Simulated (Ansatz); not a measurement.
CuBrNH3⁺, that is Cu(NH3)Br with one electron fewer. Total charge 1; doublet. Geometry PBE0-D4/def2-TZVP; atoms count from 1.

Cartesian coordinates in Å:
```
Cu -0.1693 0.6994 0.8757
N 0.1267 -0.5098 -0.6382
H 0.7676 -0.1221 -1.3278
H -0.7384 -0.7179 -1.1344
H 0.5142 -1.4062 -0.3496
Br -0.5008 2.0566 2.5744
```

No other spin state of charge 1 was run.

(1) Estimate the Mulliken populations from the PBE0/def2-TZVP orbitals of Ansatz.

(2) Where does the spin sit?

(3) And the Mayer bond orders between bonded heavy atoms (over 0.3)?

Results:

(1) 
| atom | charge (e) | spin (α − β) | d electrons |
| --- | --- | --- | --- |
| Cu1 | 0.44 | 0.28 | 9.64 |
| N2 | -0.55 | -0.01 | – |
| H3 | 0.32 | 0.00 | – |
| H4 | 0.32 | 0.00 | – |
| H5 | 0.32 | 0.00 | – |
| Br6 | 0.16 | 0.73 | – |
Mulliken values and Mayer orders depend strongly on the basis.

(2) Summed by element: Cu 0.28, N -0.01, H 0.00, Br 0.73, of 1 unpaired in all. Largest on single atoms: Br6 0.73, Cu1 0.28, N2 -0.01.

(3) Cu1–N2 0.63 (1.96 Å); Cu1–Br6 1.18 (2.20 Å).
